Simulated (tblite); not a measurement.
C₈H₁₆N₂.
Cartesian coordinates in Å at the GFN2-xTB level; atoms count from 1:
```
atom  x, y, z in Å
C1     2.702    0.865   -0.903
C2     2.249   -0.139    0.122
N3     1.112   -0.517    0.524
N4    -0.108   -0.101    0.188
C5    -1.146   -1.048    0.590
C6    -1.103   -1.236    2.104
C7    -0.977   -2.387   -0.132
C8    -0.428    0.807   -0.870
C9    -0.127    2.267   -0.686
C10   -1.541    1.787   -0.622
H11    3.648    0.534   -1.330
H12    1.985    0.993   -1.706
H13    2.871    1.835   -0.433
H14    3.057   -0.638    0.647
H15   -2.107   -0.608    0.306
H16   -1.874   -1.934    2.420
H17   -1.262   -0.285    2.606
H18   -0.129   -1.621    2.392
H19   -1.035   -2.249   -1.210
H20   -0.007   -2.810    0.113
H21   -1.756   -3.083    0.170
H22   -0.350    0.402   -1.880
H23    0.342    2.561    0.241
H24    0.191    2.841   -1.543
H25   -2.208    2.020   -1.439
H26   -2.020    1.771    0.345
```

All values are computed: GFN2-xTB (tblite) harmonic vibrations without scaling, gas phase. Against measured fundamentals such values can be off by several per cent, at times by over 20. One conformer, not necessarily the lowest.

Harmonic wavenumbers (cm⁻¹): 38.4, 76.2, 104.0, 118.5, 126.5, 181.1, 182.1, 186.1, 227.0, 267.2, 301.8, 377.7, 398.8, 440.3, 477.5, 539.6, 676.4, 738.1, 789.4, 808.4, 860.9, 914.3, 939.2, 949.8, 968.5, 982.3, 995.5, 1006.5, 1040.8, 1074.7, 1083.0, 1083.9, 1086.6, 1106.3, 1140.3, 1158.6, 1166.5, 1200.9, 1218.7, 1254.1, 1307.3, 1329.8, 1349.2, 1365.0, 1390.4, 1398.5, 1404.9, 1428.2, 1475.3, 1479.4, 1483.7, 1490.5, 1491.4, 1493.3, 1503.0, 1740.4, 2920.4, 2942.3, 2978.8, 3006.3, 3021.2, 3030.1, 3038.9, 3041.3, 3044.9, 3049.4, 3064.1, 3075.0, 3085.0, 3089.0, 3098.3, 3113.5.

A = 1600, B = 1123, C = 801.0 MHz; mass 140.131 u (most abundant isotopes); point group C1, symmetry number 1.

Task: Zero-point energy?

Result: Half the sum of the wavenumbers: 50008 cm⁻¹ = 598.22 kJ/mol.

Task: Entropy at 298.15 K, 1 bar (ideal gas, RRHO, classical rotation)?

Result: Translation 170.50, rotation 124.65, vibration 157.44: S = 452.6 J/(mol K).

Task: And Cp and H(298.15 K) − H(0)?

Result: Cp = 193.89 J/(mol K), of which vibrations give 160.63 (their classical limit is 72 R = 598.6); H(298.15 K) − H(0) = 34.54 kJ/mol without the zero-point energy, 24.63 from vibrations.

Task: How do the functions run with temperature in this model?

Result: 
```
T (K)  S (J/(mol K))  Cp (J/(mol K))  H − H(0) (kJ/mol)  G − H(0) (kJ/mol)  ln q(vib)
  150          348.8           119.7              11.55             -40.78       3.94
  250          420.8           167.6              25.85             -79.36       7.39
  400          517.6           251.0              57.22            -149.82      12.37
  600          638.1           344.4             117.28            -265.57      18.94
  900          796.6           436.4             235.53            -481.45      28.42
```

q(vib) and H(0) count from the zero-point level.

Task: Which modes carry the vibrational entropy at 298.15 K?

Result: 38.4 cm⁻¹: 22.34; 76.2 cm⁻¹: 16.68; 104.0 cm⁻¹: 14.13; 118.5 cm⁻¹: 13.07; 126.5 cm⁻¹: 12.55; 181.1 cm⁻¹: 9.69 J/(mol K); the other 66 give 68.97 together.

Task: What must be added to the electronic energy to get the Gibbs energy at 298.15 K and 1 bar?

Result: ZPE + [H(298.15 K) − H(0)] − T·S = 598.22 + 34.54 − 134.94 = 497.82 kJ/mol.

Hindered rotation and anharmonicity are outside this model. Other conformers, if any are populated, would add a mixing term that is left out. The structure is chiral; the term R ln 2 for an equal mix with its mirror image is left out.
